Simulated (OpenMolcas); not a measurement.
**neutral rubidium: effect of the IPEA shift**

```json
{
 "Program": "OpenMolcas 26.06",
 "Basis": "ANO-RCC-VTZP [7s6p3d1f]",
 "Scalar Hamiltonian": "DKH2, point nucleus",
 "Active space": "1 electron in 4 orbitals (5s 5p)",
 "State averaging": "2S+1 = 2 even, 1 root; 2S+1 = 2 odd, 3 roots",
 "Spin-orbit coupling": "RASSI with atomic mean-field integrals over the reference wave functions, term energies averaged over their components"
}
```

Methods on the same reference wave functions:
A. CASSCF
B. SS-CASPT2, IPEA 0 Eh, imaginary shift 0.1 Eh (closed shells correlated: 4s 4p)
C. SS-CASPT2, IPEA 0.25 Eh, imaginary shift 0.1 Eh (closed shells correlated: 4s 4p)

Energies in eV above 5s 2S 1/2, the measured ground level; measured values from NIST Handbook of Basic Atomic Spectroscopic Data.

```json
{"Level": "5s 2S 1/2", "A": "0.0000", "B": "0.0000", "C": "0.0000", "Measured": "0.0000"}
{"Level": "5p 2P* 1/2", "A": "1.3312", "B": "1.571", "C": "1.552", "Measured": "1.5596"}
{"Level": "5p 2P* 3/2", "A": "1.3483", "B": "1.588", "C": "1.569", "Measured": "1.5890"}
```

Deviations, from unrounded energies. A percentage is the sum of absolute deviations over the sum of measured energies, with the sign that they share, or ± where signs differ.

| Against measurement | Levels | A | B | C |
| --- | --- | --- | --- | --- |
| mean absolute deviation (cm-1) | 2 | 1900 | 50 | 110 |
| other configurations (%) | 2 | -14.9 | ±0.4 | -0.9 |

B lies closest to measurement on these levels and A furthest from it. The largest miss of B in the table is 5p 2P* 1/2, by +94 cm-1. The ranking rests on the paired levels alone, and a cruder setting can come out closer through cancelling errors.

Between B and C the level of the table that moves most is 5p 2P* 1/2, by 150 cm-1 (lowest in C, highest in B).

The lowest spin-free term lies below A's lowest term by 0.184 hartree in B, 0.183 hartree in C.

ANO sets are built for ground and valence states and can reach diffuse excited orbitals poorly. With one active electron the reference holds no correlation, so core polarisation is missing (holds for A). With one active electron, CASPT2 adds the correlation within the correlated inactive shells and between them and that electron, and leaves the splitting within a term as the reference gives it (holds for B; C). Measured partners are found by configuration, term and J. A level has none where our copy of the source lacks it or the pairing is in doubt (some pairs that miss far off the trend of their configuration count as doubtful), and it then counts in no deviation. Levels of configurations outside the active space are missing.

* marks odd parity.
